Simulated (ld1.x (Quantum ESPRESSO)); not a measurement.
## molybdenum ultrasoft: all-electron and pseudo phase curves

ld1.x (Quantum ESPRESSO) 7.5 input, shortened:

```
&input
   title='Mo', zed=42., rel=1, dft='PBE', iswitch=3,
   config='[Kr] 4d4 5s0 5p0'
 /
 &inputp
   pseudotype=3, tm=.true., lloc=-2, rcloc=1.80,
   nlcc=.false.,
   which_augfun='PSQ', rmatch_augfun_nc=.true.
 /
6
5S  1  0   0.00   0.00  2.30  2.55  0.0
5S  1  0   0.00  -0.65  2.30  2.55  0.0
5P  2  1   0.00   0.00  1.90  2.55  0.0
5P  2  1   0.00  -0.25  1.90  2.55  0.0
4D  3  2   4.00   0.00  1.40  1.60  0.0
4D  3  2   0.00  -0.50  1.40  1.60  0.0
 &test
   configts(1)='4d4 5s0 5p0'
 /
```

The phase is arctan(r·u′/u) with u = r·R(r), unwrapped; energies in Ry, scanned from -4 to 5 Ry. A pole is an energy at which the radial function vanishes at the test radius. The pseudo phase is shifted by a multiple of π to meet the all-electron one at the reference energy, and phase errors are pseudo minus all-electron; the curves can meet again beyond the range given. Levels narrower than the energy grid can be missing from the lists of poles.

Question: For each channel, where are the poles, and over which energies does the pseudopotential scatter like the atom?

Answer:

| channel | radius (bohr) | reference energy (Ry) | poles, all-electron | poles, pseudo | unbroken range about the reference energy with phases within 0.05 rad | phase error 1 Ry above the reference energy (rad) |
| --- | --- | --- | --- | --- | --- | --- |
| s | 2.73 | -1.30 | 0.98 | 0.98 | below 3.7 | +0.000 |
| p | 2.73 | -0.93 | 2.15 | -2.66, 2.23 | -2.5 to 4.4 | +0.000 |
| d | 2.73 | -1.53 | -1.17, 4.30 | -1.17, 4.31 | the whole range | +0.000 |

Note: ghost states, extra bound levels that the all-electron valence spectrum of the same l lacks: p at -36.2 eV, s at -17.4 eV. A true bound ghost makes a file unfit for plane-wave use.

Phases in the d channel:

| E (Ry) | all-electron | pseudo |
| --- | --- | --- |
| -4.00 | 1.348 | 1.348 |
| -3.52 | 1.323 | 1.323 |
| -3.04 | 1.284 | 1.284 |
| -2.56 | 1.213 | 1.213 |
| -2.08 | 1.004 | 1.004 |
| -1.60 | -0.843 | -0.843 |
| -1.12 | -1.597 | -1.597 |
| -0.64 | -1.748 | -1.748 |
| -0.16 | -1.862 | -1.862 |
| 0.32 | -2.020 | -2.020 |
| 0.80 | -2.369 | -2.370 |
| 1.28 | -3.321 | -3.322 |
| 1.76 | -4.137 | -4.137 |
| 2.24 | -4.418 | -4.418 |
| 2.72 | -4.544 | -4.543 |
| 3.20 | -4.616 | -4.615 |
| 3.68 | -4.665 | -4.664 |
| 4.16 | -4.703 | -4.702 |
| 4.64 | -4.735 | -4.734 |
